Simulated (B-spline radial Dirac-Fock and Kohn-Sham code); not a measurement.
## Dipole and non-dipole photoemission parameters of Yb⁺ 3p1/2

System: Yb⁺, configuration 1s2 2s2 2p6 3s2 3p6 3d10 4s2 4p6 4d10 4f14 5s2 5p6 6s1; threshold 2168.1 eV (orbital energy of the model). Level of theory: Dirac-Hartree-Slater photoionisation with a Latter tail; cross sections with all multipoles, angular parameters from the dipole term and its interference with E2; a radial atomic solver.

For linearly polarised light dσ/dΩ = σ/(4π) [1 + β P₂(cos θ) + (δ + γ cos²θ) sin θ cos φ], with θ from the polarisation vector and φ the angle between the beam and the projection of the electron momentum on the plane normal to the polarisation.

| hν (eV) | σ (kb) | β | γ | δ |
| --- | --- | --- | --- | --- |
| 2810 | 40.1 | 1.334 | 0.376 | 0.051 |
| 5960 | 11.0 | 1.597 | 0.102 | 0.002 |
| 6000 | 10.8 | 1.596 | 0.107 | 0.002 |
| 6040 | 10.7 | 1.596 | 0.112 | 0.002 |
| 6600 | 8.89 | 1.591 | 0.186 | 0.004 |
| 7630 | 6.54 | 1.576 | 0.336 | 0.007 |
| 8047.8 | 5.82 | 1.568 | 0.399 | 0.009 |
| 11800 | ? | ? | ? | ? |
| 15000 | 1.33 | 1.433 | 1.299 | 0.049 |

**Question.** Give the values at 11800 eV.

**Answer.** σ = 2.40 kb, β = 1.494, γ = 0.925, δ = 0.029.

Values without a named source are computed, but for edge energies of neutral atoms, which are taken from tables.
